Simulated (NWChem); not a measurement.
System: bromine (Br$_{2}$); SMILES BrBr

Here is an NWChem input.

```
start job
memory heap 200 mb stack 900 mb global 1100 mb
geometry units angstroms noautosym nocenter noautoz
  Br     0.000000     0.000000     1.149184
  Br     0.000000     0.000000    -1.149184
end
basis spherical
  * library def2-svp
end
dft
  xc xpbe96 cpbe96
  iterations 150
end
property
  response 1 0.0
end
task dft property
```

NWChem printed, in part:

```
             Northwest Computational Chemistry Package (NWChem) 7.3.0
             --------------------------------------------------------

                             Geometry "geometry" -> ""
                             -------------------------

 Output coordinates in angstroms (scale by  1.889725989 to convert to a.u.)

  No.       Tag          Charge          X              Y              Z
 ---- ---------------- ---------- -------------- -------------- --------------
    1 Br                  35.0000     0.00000000     0.00000000     1.14918400
    2 Br                  35.0000     0.00000000     0.00000000    -1.14918400

 Effective nuclear repulsion energy (a.u.)     282.0445333492

  pbe96 is a nonlocal functional; adding pw91lda local functional.
                              NWChem Property Module
                              ----------------------

                                 NWChem DFT Module
                                 -----------------

 Summary of "ao basis" -> "ao basis" (spherical)
 ------------------------------------------------------------------------------
       Tag                 Description            Shells   Functions and Types
 ---------------- ------------------------------  ------  ---------------------
 Br                         def2-svp                12       32   5s4p3d

            General Information
            -------------------
          SCF calculation type: DFT
          Wavefunction type:  closed shell.
          No. of atoms     :     2
          No. of electrons :    70
           Alpha electrons :    35
            Beta electrons :    35
          Charge           :     0
          Spin multiplicity:     1
          Use of symmetry is: off; symmetry adaption is: off
          Maximum number of iterations: 150
          AO basis - number of functions:    64
                     number of shells:    24
          Convergence on energy requested:  1.00D-06
          Convergence on density requested:  1.00D-05
          Convergence on gradient requested:  5.00D-04

              XC Information
              --------------
          PerdewBurkeErnzerhof Exchange Functional  1.000
            Perdew 1991 LDA Correlation Functional  1.000 local
           PerdewBurkeErnz. Correlation Functional  1.000 non-local

             Grid Information
             ----------------
          Grid used for XC integration:  medium
          Radial quadrature: Mura-Knowles
          Angular quadrature: Lebedev.
          Tag              B.-S. Rad. Rad. Pts. Rad. Cut. Ang. Pts.
          ---              ---------- --------- --------- ---------
          Br                  1.15      112           8.0       590
          Grid pruning is: on
          Number of quadrature shells:   224
          Spatial weights used:  Erf1

      Superposition of Atomic Density Guess
      -------------------------------------

 Sum of atomic energies:       -5144.17161704

      Non-variational initial energy
      ------------------------------

 Total energy =   -5144.262338
 1-e energy   =   -7727.241200
 2-e energy   =    2300.934329
 HOMO         =      -0.322351
 LUMO         =      -0.120809

   convergence    iter        energy       DeltaE   RMS-Dens  Diis-err
 ---------------- ----- ----------------- --------- --------- ---------
 d= 0,ls=0.0,diis     1  -5146.8736005328 -5.43D+03  1.17D-02  4.08D-01
 d= 0,ls=0.0,diis     2  -5146.8870939060 -1.35D-02  5.98D-03  1.30D-01
 d= 0,ls=0.0,diis     3  -5146.9000039492 -1.29D-02  2.01D-03  2.45D-02
 d= 0,ls=0.0,diis     4  -5146.9035514391 -3.55D-03  2.25D-04  8.99D-04
 d= 0,ls=0.0,diis     5  -5146.9036159966 -6.46D-05  6.16D-05  1.44D-05
  Resetting Diis
 d= 0,ls=0.0,diis     6  -5146.9036171415 -1.14D-06  2.99D-06  2.85D-08
 d= 0,ls=0.0,diis     7  -5146.9036171446 -3.05D-09  6.37D-08  8.04D-12

         Total DFT energy =    -5146.903617144566
      One electron energy =    -7724.978545464803
           Coulomb energy =     2477.889179464773
    Exchange-Corr. energy =     -181.858784493691
 Nuclear repulsion energy =      282.044533349155

 Numeric. integr. density =       70.000000444473

                       DFT Final Molecular Orbital Analysis
                       ------------------------------------

 Vector   33  Occ=2.000000D+00  E=-3.197814D-01
              MO Center= -2.1D-08, -2.1D-08, -6.8D-07, r^2= 2.5D+00
   Bfn.  Coefficient  Atom+Function         Bfn.  Coefficient  Atom+Function
  ----- ------------  ---------------      ----- ------------  ---------------
    15      0.283913  1 Br px                47      0.283913  2 Br px
    16      0.274730  1 Br py                48      0.274730  2 Br py
    12      0.267201  1 Br px                44      0.267202  2 Br px
    13      0.258559  1 Br py                45      0.258559  2 Br py
     9     -0.177728  1 Br px                41     -0.177728  2 Br px

[...]

 DFT Linear Response polarizability / au
 Frequency  =       0.0000000 / au
              X              Y              Z
 -----------------------------------------------
 X      20.1247688      0.0000002     -0.0000004
 Y       0.0000002     20.1247688     -0.0000003
 Z      -0.0000004     -0.0000003     48.3225903
 -----------------------------------------------
 Eigenvalues =      20.1247691     20.1247686     48.3225903
 Isotropic   =      29.5240427
 Anisotropic =      28.1978215
 -----------------------------------------------

 Magnetic Dipole Response Matrix (nonzero elements):

 Exiting AOResponse driver routine
```

Level: PBE/def2-SVP. The geometry was optimised at PBE0/def2-SVP.
